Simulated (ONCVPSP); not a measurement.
**Co (Z = 27): ONCV pseudisation with PW91, scalar-relativistic reference atom.**

ONCVPSP 4.0.1 input, shortened (lines: element, Z, core and valence counts, functional; n l f; lmax; l rc ep ncon nbas qcut; lloc lpopt rc5 dvloc0; l nproj debl; icmod fcfact rcfact), PW91, scalar-relativistic:

```
  Co 27.00    3    4  -109134      upf
    1    0    2.00
    2    0    2.00
    2    1    6.00
    3    0    2.00
    3    1    6.00
    3    2    7.00
    4    0    1.00
    2
    0    1.45    0.00    4    8   10.80
    1    0.85    0.00    4    8   11.40
    2    1.70    0.00    4    9    9.70
    4    5    0.60    2.00
    0    3    3.30
    1    2    3.50
    2    2    1.20
    3    3.00    1.65
```

What the tests gave:

| Item | Value |
| --- | --- |
| Cutoffs needed | 48 Ha and 116 Ha (the cutoffs (Ha) at which the residual kinetic energy of the hardest occupied pseudo-wave falls to 1 and 0.1 mHa per electron) |
| Ghost test | no bound ghost flagged; GHOST(+) flagged for s at 536.1 eV |
| Largest excitation error | +139 meV (all-electron minus pseudo) for 3s2 3p6 3d6 4s2 4p1, out of 4 test configurations |
| rms error of d²Exc/dni dnj | 3.24 mHa without and 2.03 mHa with the model core |

Generation and tests took about 7.7 s on one core of a shared server CPU.
